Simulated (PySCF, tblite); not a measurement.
Species: C₅H₁₂F₂OSi.
Z-matrix (Å and degrees, GFN2-xTB geometry), rows numbered from 1:
```
C 
C   1  1.5196
O   2  1.4106  1  108.33
C   3  1.4237  2  116.45  1   172.28
C   4  1.5247  3  112.10  2    84.87
C   4  1.5272  3  103.66  2  -152.39
Si  6  1.8935  4  104.88  3    29.34
F   7  1.6120  6  107.52  4   161.24
F   7  1.6036  6  110.40  4    53.36
H   1  1.0864  2  109.91  3    58.74
H   1  1.0863  2  109.59  3   -60.78
H   1  1.0863  2  109.94  3   178.99
H   2  1.1001  1  110.16  3   119.90
H   2  1.0994  1  110.32  3  -120.53
H   4  1.1008  3  108.52  2   -36.28
H   5  1.0877  4  110.99  3   -64.02
H   5  1.0866  4  109.67  3   175.96
H   5  1.0876  4  109.71  3    56.18
H   6  1.0890  4  109.79  3   -89.31
H   6  1.0889  4  111.26  3   152.11
H   7  1.4395  6  121.29  4   -76.92
```

Method: PBE0/pcSseg-1 in PySCF (dipole) on a GFN2-xTB geometry, gas phase.

Take the most abundant isotopes and a rigid rotor. The values belong to one conformer with, in the numbering `[CH3:1][CH2:2][O:3][C@@H:4]([CH3:5])[CH2:6][SiH:7]([F:8])[F:9]`, C1–C2–O3–C4 172°, C2–O3–C4–C5 85°, O3–C4–C6–Si7 29°, C4–C6–Si7–F8 161°.

Problem. What are A, B and C (cm⁻¹)?

Solution. Ia = 291.41, Ib = 514.69, Ic = 726.20 u·Å²; 505379 MHz·u·Å²/I gives 1734, 981.9 and 695.9 MHz, that is A = 0.05785, B = 0.03275, C = 0.02321 cm⁻¹.

Problem. Classify the top.

Solution. An asymmetric top: κ = (2 × 981.9 − 1734 − 695.9)/(1734 − 695.9) = -0.45.

Problem. What does the inertial defect say?

Solution. Not planar: Δ = Ic − Ia − Ib = -79.90 u·Å². For a rigid frame Δ = −2 Σ m c², so Σ m c² = 39.95 u·Å² lies off the ab plane: 11.80 from hydrogen and 28.15 from heavier atoms. The atom farthest from that plane is 1.53 Å away.

Problem. Where do the levels up to J = 5 lie, in cm⁻¹?

Solution. Above 0(0,0):
J = 1: 1(0,1) 0.0560, 1(1,1) 0.0811, 1(1,0) 0.0906
J = 2: 2(0,2) 0.1657, 2(1,2) 0.1835, 2(1,1) 0.2121, 2(2,1) 0.2874, 2(2,0) 0.2896
J = 3: 3(0,3) 0.3253, 3(1,3) 0.3358, 3(1,2) 0.3927, 3(2,2) 0.4553, 3(2,1) 0.4658, 3(3,1) 0.6059, 3(3,0) 0.6062
J = 4: 4(0,4) 0.5317, 4(1,4) 0.5369, 4(1,3) 0.6300, 4(2,3) 0.6774, 4(2,2) 0.7053, 4(3,2) 0.8334, 4(3,1) 0.8357, 4(4,1) 1.0393, 4(4,0) 1.0393
J = 5: 5(0,5) 0.7836, 5(1,5) 0.7859, 5(1,4) 0.9204, 5(2,4) 0.9522, 5(2,3) 1.0078, 5(3,3) 1.1180, 5(3,2) 1.1266, 5(4,2) 1.3241, 5(4,1) 1.3245, 5(5,1) 1.5883, 5(5,0) 1.5883
The levels of one J sum to (2J + 1)J(J + 1)(A + B + C)/3.

Problem. Predict some low-J microwave lines.

Solution. The dipole components are |μa| = 3.44 D, |μb| = 1.44 D, |μc| = 0.10 D. Intensities carry the squares of the components, which stand as 1.00 : 0.18 : 0.00 (a : b : c). Some lines, for components of 0.1 D or more:

| type | branch | J(Ka,Kc) | MHz | lower level (cm⁻¹) |
| --- | --- | --- | --- | --- |
| a | Q | 2(1,1) ← 2(1,2) | 858 | 0.183 |
| b | Q | 1(1,0) ← 1(0,1) | 1038 | 0.056 |
| b | Q | 2(1,1) ← 2(0,2) | 1392 | 0.166 |
| a | R | 1(0,1) ← 0(0,0) | 1678 | 0.000 |
| b | Q | 2(2,0) ← 2(1,1) | 2324 | 0.212 |
| b | R | 1(1,1) ← 0(0,0) | 2430 | 0.000 |
| b | R | 2(0,2) ← 1(1,1) | 2536 | 0.081 |
| a | R | 2(1,2) ← 1(1,1) | 3070 | 0.081 |
| b | Q | 2(2,1) ← 2(1,2) | 3115 | 0.183 |
| a | R | 2(0,2) ← 1(0,1) | 3288 | 0.056 |
| a | R | 2(1,1) ← 1(1,0) | 3642 | 0.091 |
| b | R | 2(1,2) ← 1(0,1) | 3822 | 0.056 |
| b | R | 2(2,1) ← 1(1,0) | 5899 | 0.091 |
| b | R | 2(2,0) ← 1(1,1) | 6252 | 0.081 |

Its GFN2-xTB frequencies are all real (lowest 45 cm⁻¹). Constants of a rigid frame at the computed geometry: no zero-point averaging, no centrifugal distortion. A rigid rotor knows nothing of internal rotation, which can split or shift real lines.

Hardware: one thread of an Arm Neoverse V1, no GPU, shared host with 32 logical CPUs at a one-minute load of 23. Cost: 70 s wall (with the writing of density and orbital grids), 1.1 GiB resident at most. This is the PBE0/pcSseg-1 job that gave the dipole, with the shieldings it also computed.
